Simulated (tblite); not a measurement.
Species: C₆H₇N₃.
Structure used (GFN2-xTB), in Å, numbered top down from 1:
```
atom  x, y, z in Å
C1    -2.5450   -1.0771    0.0750
C2    -1.6089   -0.1355    0.1021
C3    -0.1896   -0.4342   -0.0334
N4     0.1603   -1.7075   -0.1925
N5     1.4106   -2.0390   -0.3189
C6     2.3222   -1.0903   -0.2855
N7     2.0821    0.2073   -0.1318
C8     0.8161    0.5652   -0.0017
C9     0.5330    2.0188    0.1714
H10   -2.2750   -2.1115   -0.0506
H11   -3.5903   -0.8412    0.1762
H12   -1.8687    0.9058    0.2280
H13    3.3543   -1.3936   -0.3929
H14   -0.1020    2.3807   -0.6361
H15    0.0211    2.1957    1.1164
H16    1.4723    2.5652    0.1629
```

Level: GFN2-xTB in tblite, geometry and Hessian alike; calculated harmonic values, unscaled, isolated species. Against measured fundamentals such values can be off by several per cent, at times by over 20. One conformer, not necessarily the lowest.

Harmonic wavenumbers (cm⁻¹): 29.2, 59.5, 165.3, 199.0, 244.2, 311.1, 337.9, 453.2, 470.9, 523.7, 602.7, 660.6, 763.9, 770.6, 880.6, 899.7, 905.8, 995.6, 1010.2, 1012.5, 1022.8, 1145.4, 1164.8, 1207.9, 1236.9, 1299.6, 1350.3, 1375.6, 1390.2, 1403.6, 1450.3, 1463.0, 1488.6, 1533.5, 1660.9, 3010.0, 3018.5, 3058.2, 3071.6, 3079.2, 3110.9, 3147.5.

A = 2622, B = 1687, C = 1033 MHz; mass 121.064 u (most abundant isotopes); point group Cs, symmetry number 1.

Task: What is the zero-point energy?

Result: ½Σν̃ = 26493 cm⁻¹ = 316.93 kJ/mol.

Task: What is S at 400 K and 1 bar for an ideal gas of classical rigid rotors and harmonic oscillators?

Result: Translation 174.78, rotation 123.51, vibration 135.43: S = 433.7 J/(mol K).

Task: And Cp and H(400 K) − H(0)?

Result: Cp = 173.38 J/(mol K), of which vibrations give 140.13 (their classical limit is 42 R = 349.2); H(400 K) − H(0) = 40.90 kJ/mol without the zero-point energy, 27.59 from vibrations.

Task: Which modes carry the vibrational entropy at 400 K?

Result: 29.2 cm⁻¹: 27.05; 59.5 cm⁻¹: 21.15; 165.3 cm⁻¹: 12.76; 199.0 cm⁻¹: 11.27; 244.2 cm⁻¹: 9.65; 311.1 cm⁻¹: 7.80 J/(mol K); the other 36 give 45.74 together.

Task: How do the functions run with temperature in this model?

Result: 
```
 T (K)  S (J/(mol K))  Cp (J/(mol K))  H − H(0) (kJ/mol)  G − H(0) (kJ/mol)  ln q(vib)
   150          315.0            83.8               8.82             -38.43       2.86
   250          365.9           118.8              18.93             -72.55       4.90
298.15          388.3           136.7              25.08             -90.71       5.89
   600          515.5           230.1              81.62            -227.68      12.14
   900          619.6           282.3             159.20            -398.48      18.13
```

q(vib) and H(0) count from the zero-point level.

Task: Blend soft modes into free rotors: weight 1/[1 + (100 cm⁻¹/ν̃)⁴] for the oscillator and the rest for a rotor with moment μB/(μ + B), μ = h/(8π²ν), B = 10⁻⁴⁴ kg m². What vibrational entropy results?

Result: 121.31 J/(mol K) in place of 135.43, which changes −T·S at 400 K by +5.65 kJ/mol.

Hindered rotation and anharmonicity are outside this model. Other conformers, if any are populated, would add a mixing term that is left out.
